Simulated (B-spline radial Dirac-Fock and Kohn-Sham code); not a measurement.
## Binding energies of Yb⁶³⁺ at several levels of theory

System: the Yb⁶³⁺ ion in the configuration [He] 2s2 2p3.

The density-functional columns are spherical, spin-unpolarised Dirac-Kohn-Sham results without Breit or QED terms: −ε is minus the orbital energy of the initial state and ΔSCF the difference of two total energies. The reference in the last column comes from relaxed Dirac-Fock hole states (ΔSCF) with Breit and QED corrections and a finite nucleus. All numbers are from a radial finite-basis atomic code, in eV; a selection of levels is shown. The Kohn-Sham columns are given as differences from the reference. For the 1s level of heavy atoms much of the gap between ΔSCF and the reference is the Breit and QED part, -266.3 eV here; for other levels the error of the functional can be larger.

```tsv
level	LDA −ε − DF	LDA ΔSCF − DF	Dirac-Fock
1s	-304.7	+276.9	67855.6
2s	-123.8	+20.3	16164.2
2p	-144.0	+20.5	15133.6
```

Values without a named source are computed, but for edge energies of neutral atoms, which are taken from tables.
